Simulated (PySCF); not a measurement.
Geometry (Å), atoms numbered from 1 in this order:
```xyz
34

C     5.174    1.182    1.703
C     4.343    0.798    0.489
C     3.186   -0.134    0.828
C     2.370   -0.500   -0.398
S     1.040   -1.686    0.037
Si   -0.203   -1.471   -1.678
C    -1.573   -2.720   -1.525
Cl    0.866   -1.849   -3.416
S    -0.802    0.565   -1.949
C    -1.529    0.924   -0.304
C    -3.007    0.594   -0.199
C    -3.595    0.970    1.155
C    -5.071    0.626    1.279
H     5.609    0.292    2.186
H     6.004    1.851    1.429
H     4.563    1.701    2.458
H     3.945    1.709    0.007
H     4.987    0.316   -0.267
H     2.528    0.342    1.575
H     3.575   -1.052    1.302
H     1.904    0.393   -0.844
H     3.001   -0.968   -1.169
H    -1.152   -3.737   -1.536
H    -2.126   -2.580   -0.583
H    -2.274   -2.615   -2.366
H    -0.938    0.391    0.459
H    -1.357    2.000   -0.150
H    -3.157   -0.484   -0.380
H    -3.553    1.111   -1.006
H    -3.448    2.051    1.327
H    -3.026    0.460    1.952
H    -5.241   -0.454    1.149
H    -5.472    0.910    2.263
H    -5.667    1.147    0.513
```

Geometry: PBE0-D3(BJ)/def2-SVP; GIAO absolute shieldings from PySCF, gas phase, non-relativistic, averaged over equivalent atoms.

At PBE0/pcSseg-1 (354 basis functions):
```json
{"atoms": "C3/C11", "σ (ppm)": "145.9"}
{"atoms": "C4/C10", "σ (ppm)": "150.5"}
{"atoms": "C2/C12", "σ (ppm)": "158.1"}
{"atoms": "C1/C13", "σ (ppm)": "168.1"}
{"atoms": "C7", "σ (ppm)": "175.3"}
{"atoms": "S5/S9", "σ (ppm)": "601.0"}
{"atoms": "Si6", "σ (ppm)": "294.9"}
{"atoms": "Cl8", "σ (ppm)": "878.0"}
{"atoms": "H21/H26", "σ (ppm)": "28.68"}
{"atoms": "H22/H27", "σ (ppm)": "28.91"}
{"atoms": "H20/H29", "σ (ppm)": "29.90"}
{"atoms": "H18/H30", "σ (ppm)": "30.12"}
{"atoms": "H17/H31", "σ (ppm)": "30.12"}
{"atoms": "H19/H28", "σ (ppm)": "30.14"}
{"atoms": "H14/H15/H16/H32/H33/H34", "σ (ppm)": "30.26"}
{"atoms": "H23/H24/H25", "σ (ppm)": "30.59"}
```

Task: Estimate the result of repeating the calculation with PBE/pcSseg-1.

Result: 
```
                  atoms  σ at PBE/pcSseg-1  change
                 C3/C11              139.1    -6.8
                 C4/C10              143.1    -7.4
                 C2/C12              151.8    -6.3
                 C1/C13              163.3    -4.8
                     C7              170.0    -5.3
                  S5/S9              565.7   -35.3
                    Si6              276.0   -18.9
                    Cl8              846.7   -31.3
                H21/H26              28.47   -0.21
                H22/H27              28.73   -0.18
                H20/H29              29.76   -0.14
                H18/H30              29.97   -0.15
                H17/H31              29.96   -0.16
                H19/H28              29.97   -0.17
H14/H15/H16/H32/H33/H34              30.18   -0.08
            H23/H24/H25              30.49   -0.10
```

The largest change is at S5/S9 (sulfur bonded to C, Si). Cost: 354 basis functions. The order of the carbon signals is the same at both levels.
